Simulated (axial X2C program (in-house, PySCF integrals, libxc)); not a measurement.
Potential curves of TaO⁻, 2c

All values were computed with an axial X2C code built on PySCF integrals. Two-component (2c) means X2C with spin–orbit coupling and atomic mean-field two-electron Coulomb and Gaunt terms. Basis: Ta dyall-av3z [14s15p10d7f2g], O dyall-av3z [7s6p3d2f] (cores contracted in-house); Gaussian nuclei, density fitting, unrestricted open shells. Masses: Ta 180.948 u, O 15.995 u.

State: Ω = 1 (⟨Sz⟩ = 0.99, ⟨Lz⟩ = 0.01 at PW91). Energies in eV from the lowest point of each curve. Fits are polynomials in 1 − R0/R over 0.85 to 1.23 times the lowest point R0.

```tsv
R (Å)	PW91
1.5661	0.8335
1.6177	0.3534
1.6694	0.0912
1.7210	0.0000
1.7812	0.0570
1.8415	0.2439
1.9189	0.6135
2.0136	1.1843
```

The state is one determinant whose occupation by symmetry is held fixed; it was picked as the lowest of a PBE0 search that is not exhaustive. Density functionals use the spin component along the axis (collinear). Other states lie close and PBE0, whose exact exchange favours high spin, may order them wrongly; the determinant shown need not be the ground state. The nearest other 2c determinant of the search, Ω = 2, lies 0.34 eV up at the distance of the search. With several unpaired electrons one determinant need not be a pure state. Open-shell Ω = 0 determinants with evenly filled partner blocks cannot be reached by this program, so the Ω shown need not be the lowest component. At some level and bond length an empty orbital lies below a filled one. The highest occupied level of some functionals is positive through self-interaction error; at Hartree–Fock it is bound. The determinant is spin-polarised beyond a pure state at some levels (its spin-free form has ⟨S²⟩ too high), which makes Re and μ there less reliable.

(1) Fit the PW91 curve near its minimum: give the equilibrium distance and the harmonic wavenumber.

## Answers

(1) At PW91, 2c: Re = 1.729 Å, ωe ≈ 933 cm⁻¹; Be follows as 0.384 cm⁻¹.
